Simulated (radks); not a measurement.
Excited configurations of the platinum ion Pt25+: one electron is placed in a higher orbital outside [Kr] 4d10 4f6. The ground configuration is [Kr] 4d10 4f7. Calculated with a radial shooting solver on a logarithmic mesh with Libxc functionals: scalar-relativistic Kohn-Sham, r2SCAN, spin-polarised, spherical densities, finite nucleus; open shells are filled with parallel spins first (spin-orbit coupling, left out, can overturn this in heavy ions); meta-GGA in the generalised Kohn-Sham scheme; Fermi nuclear charge, rms radius 5.427 fm. Excitation = E - E(ground); binding = E(ion) - E, where the ion is the core of charge +26; n* = 26/sqrt(2 binding) in atomic units. These energies are relativistic, and a one-electron ion of charge +26 with no core already has n* below n in this formula (scalar-relativistic equation, point nucleus: 5s 4.985, 5d 4.995, 5f 4.998, 6s 5.984, 6f 5.997, 7s 6.984, 7d 6.995). The quantum defect is therefore taken as that value minus n*, so that it holds no relativistic shift of the bare ion.

outer orbital  excitation (eV)  binding (eV)     n*  quantum defect  eigenvalue (eV)  <r> (bohr)
5s                      99.096        710.87  3.597           1.388          -698.17      0.7638
5d                      258.22        551.75  4.083           0.913          -540.39      0.8705
5f                      350.75        459.22  4.475           0.522          -448.36      0.9299
6s                      378.39        431.58  4.616           1.368          -424.94       1.247
6f                      504.27        305.71  5.485           0.512          -299.50       1.511
7s                      519.08        290.89  5.623           1.361          -286.46       1.840
7d                      564.39        245.58  6.120           0.875          -241.40       2.062

The Delta-SCF ionisation energy is 809.97 eV (NIST Atomic Spectra Database: 820 eV, theoretical). Self-interaction in the functional shifts the binding energies and quantum defects, so they are the method's values and not measured ones. Open shells are spherical and high-spin; term and fine-structure splittings are not resolved. Spin-orbit splitting is averaged out at the scalar-relativistic level.
